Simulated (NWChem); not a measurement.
# BaBrF; SMILES [F][Ba][Br]

This build's default masses of Se (78.918 u) and Br (79.917 u) are each other's, which moves their modes by up to 0.6 %. def2 effective core potentials on Ba; no spin-orbit coupling.

Q: Give the equilibrium geometry at PBE0/def2-SVP with def2 effective core potentials on Ba (NWChem) as an XYZ file, with the point group.

A: point group Cs; any orientation.
```
3

Ba    -0.1210    -0.7703     0.0000
F      1.7729    -1.9365     0.0000
Br    -0.2422     2.1849     0.0000
```
